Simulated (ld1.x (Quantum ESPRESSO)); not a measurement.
## Co, TM semilocal: configuration errors across variants

Co (Z = 27), norm-conserving Troullier–Martins (semilocal form), made with ld1.x (Quantum ESPRESSO) 7.5 (PBE, scalar-relativistic). Core [Ar], reference 3d7 4s0 4p0 (charge +2). Waves: 4p (bound, empty): rc 2.15 bohr; 3d (bound): rc 1.60 bohr; 4s (bound, empty): rc 1.55 bohr. Local part: the s channel. Core correction: none.

All-electron excitation energies from the reference (eV): (1) 3d7 4s2 4p0 -25.816; (2) 3d7 4s1 4p0 -16.786; (3) 3d6 4s0 4p0 35.870; (4) 3d7 4s0 4p1 -11.417; (5) 3d7.5 4s1.5 4p0 -26.776; (6) 3d7 4s0 4p2 -16.837; (7) 3d6 4s2 4p1 -16.156.

In the semilocal form every listed channel keeps its own potential, so the choice of the local channel does not act on these tests. It acts once the file is put into the separable form.

A semilocal file is local in each channel, so a ghost entry of none says nothing of the separable form that plane-wave codes build from it.

The overlap operator is not positive definite (basis up to 400 Ry) in “type PAW, which also changes the form from semilocal to separable; waves now 4s (bound): rcut 1.35, rcutus 1.55 bohr; 4s channel at -1.2 Ry: rcut 1.35, rcutus 1.55 bohr; 4p (bound): rcut 1.85, rcutus 2.15 bohr; 4p channel at 0.1 Ry: rcut 1.85, rcutus 2.15 bohr; 3d (bound): rcut 1.40, rcutus 1.60 bohr; 3d channel at -1.6 Ry: rcut 1.40, rcutus 1.60 bohr; local potential all-electron potential smoothed inside 1.20 bohr (lloc = -1); core correction a·sin(br)/r model core, default radius (ld1.x builds one for every PAW set, though the input has nlcc=.false.); augmentation PSQ, radius 1.45 bohr”. Such files are unfit for use, however small their errors in these radial tests.

Tests that are not counted but printed errors over 1 eV. “type PAW, which also changes the form from semilocal to separable; waves now 4s (bound): rcut 1.35, rcutus 1.55 bohr; 4s channel at -1.2 Ry: rcut 1.35, rcutus 1.55 bohr; 4p (bound): rcut 1.85, rcutus 2.15 bohr; 4p channel at 0.1 Ry: rcut 1.85, rcutus 2.15 bohr; 3d (bound): rcut 1.40, rcutus 1.60 bohr; 3d channel at -1.6 Ry: rcut 1.40, rcutus 1.60 bohr; local potential all-electron potential smoothed inside 1.20 bohr (lloc = -1); core correction a·sin(br)/r model core, default radius (ld1.x builds one for every PAW set, though the input has nlcc=.false.); augmentation PSQ, radius 1.45 bohr”: 3d7 4s2 4p0 (solver errors, printed error -14.9 eV); 3d7.5 4s1.5 4p0 (solver errors, printed error -8.0 eV); 1 more.

1 further variants failed, have other tests or too few solved ones, and are left out.

Errors AE − PS in meV (a dash: test not solved or not reliable):

| change | (1) | (2) | (3) | (4) | (5) | (6) | (7) | bound ghosts |
| --- | --- | --- | --- | --- | --- | --- | --- | --- |
| base | +196 | +75 | -172 | +33 | +157 | +72 | +38 | none |
| core correction a·sin(br)/r model core inside 1.70 bohr | +35 | +12 | -225 | +0.4 | +18 | +1.9 | -168 | none |
| type PAW, which also changes the form from semilocal to separable; waves now 4s (bound): rcut 1.35, rcutus 1.55 bohr; 4s channel at -1.2 Ry: rcut 1.35, rcutus 1.55 bohr; 4p (bound): rcut 1.85, rcutus 2.15 bohr; 4p channel at 0.1 Ry: rcut 1.85, rcutus 2.15 bohr; 3d (bound): rcut 1.40, rcutus 1.60 bohr; 3d channel at -1.6 Ry: rcut 1.40, rcutus 1.60 bohr; local potential all-electron potential smoothed inside 1.20 bohr (lloc = -1); core correction a·sin(br)/r model core, default radius (ld1.x builds one for every PAW set, though the input has nlcc=.false.); augmentation PSQ, radius 1.45 bohr | – | – | -340 | +24 | – | +53 | – | not determined (overlap not positive) |
| local potential the p channel | +196 | +75 | -172 | +33 | +157 | +72 | +38 | none |
| wave 4s (bound): rc 1.55 bohr becomes 4s (bound): rc 1.98 bohr | +164 | +66 | -172 | +33 | +146 | +72 | -114 | none |

(1) Give the same row for: wave 4p (bound): rc 2.15 bohr becomes 4p (bound): rc 2.30 bohr.

Answers

(1) +196, +75, -172, +33, +157, +71, +35; bound ghosts: none.
